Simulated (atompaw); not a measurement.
## Reading a pseudo-wave (gallium (Ga))

Columns: radius, all-electron u(r) and pseudo u(r) of the 4s shell (level -8.95 eV) of gallium in the configuration [Ar] 3d10 4s2 4p1; PBE, scalar-relativistic, PAW (atompaw) scheme, atompaw 4.2.0.5.

| r (bohr) | all-electron | pseudo |
| --- | --- | --- |
| 0.088 | 0.0956 | 0.0638 |
| 0.177 | 0.1720 | 0.1277 |
| 0.265 | -0.0144 | 0.1897 |
| 0.354 | -0.2069 | 0.2506 |
| 0.442 | -0.3037 | 0.3086 |
| 0.531 | -0.3049 | 0.3645 |
| 0.619 | -0.2388 | 0.4165 |
| 0.708 | -0.1335 | 0.4655 |
| 0.796 | -0.0134 | 0.5101 |
| 0.885 | 0.1096 | 0.5511 |
| 0.973 | 0.2244 | 0.5874 |
| 1.062 | 0.3289 | 0.6197 |
| 1.150 | 0.4188 | 0.6472 |
| 1.238 | 0.4947 | 0.6703 |
| 1.327 | 0.5580 | 0.6895 |
| 1.415 | 0.6079 | 0.7043 |
| 1.504 | 0.6469 | 0.7152 |
| 1.592 | 0.6754 | 0.7223 |
| 1.681 | 0.6952 | 0.7258 |
| 1.769 | 0.7071 | 0.7261 |
| 1.858 | 0.7124 | 0.7232 |
| 1.946 | 0.7120 | 0.7175 |
| 2.035 | 0.7068 | 0.7090 |
| 2.123 | 0.6975 | 0.6982 |
| 2.212 | 0.6848 | 0.6849 |
| 2.300 | 0.6695 | 0.6695 |

(1) How many radial nodes do the two functions have?

(2) Is the pseudo-wave norm-conserving?

Answers

(1) The all-electron 4s function has n − l − 1 = 3 (the table is too coarse to show those close to the nucleus); the pseudo-wave has 0, since the states of the same l below it are removed with the core.

(2) No, it belongs to a PAW set: the norm inside the radius is not constrained, and the difference is carried by the augmentation charge.
